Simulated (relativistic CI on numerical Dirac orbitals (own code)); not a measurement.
Radial Dirac CI calculation of Al V.

Command:

```sh
python run_levels.py task.json out
```

Input:

```
atom Al  Z=13  charge=4  electrons=9
nucleus A=27  rms_radius_fm=3.0610
hamiltonian dirac-coulomb  breit=off  qed=off  c_scale=1
orbitals kli  potential=per-configuration
slater_scale 1
correlation none
mixing on
grid step=0.0125 r_max=20.6
scf mixing=0.4 start=green max_iterations=150 tolerance=2e-08 node_fill=0.05
configurations
  [He] 2s2 2p5
  [He] 2s 2p6
  [He] 2s2 2p4 3s
  [He] 2s2 2p4 3p
  [He] 2s2 2p4 3d
end
```

Output:

```
SCF 1: [He] 2s2 2p5
 iter      energy (Ha)   residual   last orbital (Ha)
    1      -232.338211   1.40e+00     -9.65834
    2      -235.151092   6.96e-01     -7.54819
    3      -236.083341   4.78e-02     -5.71692
    4      -236.090844   3.24e-02     -5.85700
    5      -236.092340   4.64e-04     -5.77122
    6      -236.092340   2.60e-04     -5.77081
    7      -236.092340   1.17e-05     -5.77009
    8      -236.092340   3.93e-07     -5.77012
    9      -236.092340   5.14e-08     -5.77012
   10      -236.092340   2.68e-10     -5.77012
SCF 2: [He] 2s 2p6
 iter      energy (Ha)   residual   last orbital (Ha)
    1      -230.143536   1.45e+00     -9.65834
    2      -233.338252   7.14e-01     -7.44569
    3      -234.360625   5.28e-02     -5.58242
    4      -234.371511   2.80e-02     -5.71543
    5      -234.372205   7.15e-04     -5.63655
    6      -234.372212   3.19e-04     -5.63878
    7      -234.372213   1.77e-05     -5.63797
    8      -234.372213   7.60e-06     -5.63799
    9      -234.372213   8.50e-08     -5.63801
   10      -234.372213   2.95e-08     -5.63801
   11      -234.372213   8.15e-11     -5.63801
SCF 3: [He] 2s2 2p4 3s
 iter      energy (Ha)   residual   last orbital (Ha)
    1      -230.132041   1.25e+00     -2.86740
    2      -231.951402   6.38e-01     -2.51578
    3      -232.586933   2.93e-02     -2.20677
    4      -232.588756   2.10e-02     -2.20297
    5      -232.589374   9.85e-04     -2.18489
    6      -232.589373   1.81e-04     -2.18475
    7      -232.589373   4.07e-06     -2.18460
      ... 13 steps not shown
SCF 5: [He] 2s2 2p4 3d
 iter      energy (Ha)   residual   last orbital (Ha)
    1      -229.254785   1.26e+00     -2.03924
    2      -231.212076   6.34e-01     -1.70544
    3      -231.847752   3.23e-02     -1.47296
    4      -231.850534   2.00e-02     -1.46692
    5      -231.851026   1.21e-03     -1.45176
    6      -231.851024   1.31e-04     -1.45157
    7      -231.851027   2.03e-05     -1.45139
    8      -231.851027   1.79e-06     -1.45140
    9      -231.851027   1.69e-07     -1.45140
   10      -231.851027   2.70e-09     -1.45140
orbital energies (Ha): 1s -59.0825  2s -7.1728  2p1/2 -5.7881  2p3/2 -5.7701
configuration averages (Ha): Dirac-Coulomb, Breit, QED
  2s2 2p5                       -236.092340    0.000000    0.000000
  2s 2p6                        -234.372213    0.000000    0.000000
  2s2 2p4 3s                    -232.589373    0.000000    0.000000
  2s2 2p4 3p                    -232.257210    0.000000    0.000000
  2s2 2p4 3d                    -231.851027    0.000000    0.000000
levels: no., configuration, term, J, E (cm-1), weight
   1 2s2 2p5                2P*  3/2              0.0  1.00
   2 2s2 2p5                2P*  1/2           3614.7  1.00
   3 2s 2p6                 2S   1/2         374501.4  0.99
   4 2s2 2p4 3s             4P   5/2         743669.5  1.00
   5 2s2 2p4 3s             4P   3/2         745835.8  0.99
   6 2s2 2p4 3s             4P   1/2         747149.0  1.00
   7 2s2 2p4 3s             2P   3/2         756839.3  0.99
   8 2s2 2p4 3s             2P   1/2         759441.1  1.00
   9 2s2 2p4 3s             2D   5/2         790715.6  1.00
  10 2s2 2p4 3s             2D   3/2         790742.3  1.00
  11 2s2 2p4 3p             4P*  5/2         810273.1  0.98
  12 2s2 2p4 3p             4P*  3/2         811044.8  0.97
  13 2s2 2p4 3p             4P*  1/2         811884.8  0.99
  14 2s2 2p4 3p             4D*  7/2         816737.5  1.00
lowest total energy -236.098549 Ha
end: converged
```

Against the reference input this run has: Breit term off, QED terms off. The reference run ends at -236.029897 Ha with Breit and QED terms.

With so few configurations and no correlation, terms lie too far apart (by 10 to 50 % or more near neutrality), their order can be wrong, and levels of other configurations are missing.

Run time about 0.089 s of CPU on one thread of Neoverse-V1 (shared host).
